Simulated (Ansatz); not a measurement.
GeH4SeZn, SMILES [Zn]([SeH])[GeH3].

Coordinates come from a B3LYP-D3(BJ)/def2-SVP optimisation. The structure was generated by enumeration; whether it is a known compound was not checked. The values are those of a single conformer.

Two levels are set side by side: PBE/def2-SVPD (Ansatz, a quantum-chemistry and plane-wave program) and PBE0/def2-SVPD (Ansatz). Energy differences of separate SCF runs at the same geometry; the states with an electron removed or added have multiplicity 2 and 2. Differences are taken from unrounded values.

```json
[
 {"quantity": "vertical ionisation energy (eV)", "PBE0": "9.04"},
 {"quantity": "vertical singlet–triplet gap (eV)", "PBE0": "4.56"}
]
```

Problem. What does PBE give, and how far is it from PBE0? (Estimate from the structure and the level; the computed values follow.)

Solution. 
| quantity | PBE | PBE minus PBE0 |
|---|---|---|
| vertical ionisation energy (eV) | 8.87 | -0.17 |
| vertical singlet–triplet gap (eV) | 4.31 | -0.25 |
